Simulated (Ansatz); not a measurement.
Consider the ligand exchange at a B–O bond: `COB(F)O[SiH3]` + CH₃OH → `COB(F)OC` + `O[SiH3]`.

Isolated molecules relaxed with PBE0-D4/def2-TZVP in Ansatz; ΔE leaves out vibrations. CCSD(T)/CBS adds triple-zeta CCSD(T) − MP2 to the extrapolated MP2 energy (def2 sets, frozen cores). This one scheme is used for every species. Functionals use def2-TZVPP. Each species was taken in one conformer, which may not be the lowest.

(1) Is it downhill or uphill in electronic energy at CCSD(T)/CBS, and by how much? (An estimate is asked.)

(2) What do these levels give: revPBE-D4, ωB97X-V, PBE, CAM-B3LYP, HF/def2-TZVPP, HF/def2-QZVPP? (Best estimate.)

Largest T1 diagnostic among the species: 0.012.

Answers

(1) Computed: Nearly level: ΔE = +0.02 eV.

(2) Computed: revPBE-D4 0.01, ωB97X-V 0.01, PBE 0.00, CAM-B3LYP 0.00, HF/def2-TZVPP 0.06, HF/def2-QZVPP 0.06 eV.

Leaving LDA and LC-ωPBE aside and taking each functional with its dispersion term where it has one, the values, not all of them listed here, spread over 0.04 eV, from PBE-D4 to BHLYP-D4. LDA lies −0.03 eV from PBE without D4. In def2-TZVPP, CCSD(T) changes the Hartree–Fock value by −0.04 eV (the triples alone add −0.01 eV) and MP2 by −0.05 eV.
